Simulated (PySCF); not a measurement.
F2Ge, neutral, multiplicity 1. Atoms are numbered in the order given.

```xyz
3

Ge     0.0000     0.0000     0.4177
F      0.0000    -1.3212    -0.7425
F      0.0000     1.3212    -0.7425
```

Geometry optimised at B3LYP-D3(BJ)/def2-TZVP. The isomer is the one that the SMILES or the coordinates give; other isomers of the formula were not compared.

Level of theory: PBE/def2-TZVPD in PySCF.

Symmetry labels are those of the subgroup C2v that the program uses (full group C2v).

Computed valence orbital energies around the gap with their symmetry:
```
orbital  symmetry  energy (eV)
-------  --------  -----------
HOMO−7         B2       -28.15
HOMO−6         A1       -13.62
HOMO−5         B2       -11.01
HOMO−4         B1       -10.24
HOMO−3         A1       -10.18
HOMO−2         A2        -9.60
HOMO−1         B2        -9.22
HOMO           A1        -7.80
LUMO           B1        -3.50
LUMO+1         B2        -1.05
LUMO+2         A1        -0.51
LUMO+3         A1         0.40
```
